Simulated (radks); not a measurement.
Charge is removed step by step from the 3d level of the ruthenium ion Ru15+, starting from [Ar] 3d10 4s1. All-electron calculation, scalar-relativistic Kohn-Sham, LDA (Slater exchange, Perdew-Wang correlation), spin-unpolarised, spherical densities, point nucleus. Program: a radial shooting solver on a logarithmic mesh with Libxc functionals.

removed (e),E - E(0) (eV),eigenvalue (eV),E minus straight line (eV)
0,0.000,-611.65,0.000
0.1,61.425,-617.20,-2.518
0.2,123.41,-622.76,-4.481
0.3,185.94,-628.33,-5.887
0.4,249.04,-633.93,-6.735
0.5,312.69,-639.54,-7.023
0.6,376.91,-645.17,-6.748
0.7,441.69,-650.81,-5.911
0.8,507.04,-656.47,-4.508
0.9,572.95,-662.15,-2.538
1,639.43,-667.85,0.000

Removing the whole electron costs 639.43 eV by Delta-SCF, against 611.65 eV from minus the eigenvalue at the starting occupation. Slater's transition state (half an electron removed) gives 639.54 eV. Integrating minus the eigenvalue over the occupation (Janak's theorem) gives 639.61 eV. In this scalar-relativistic scheme the density is built from large components alone, so the theorem holds only approximately. The mean slope of the eigenvalue, de/dn, is 56.2 eV per electron.
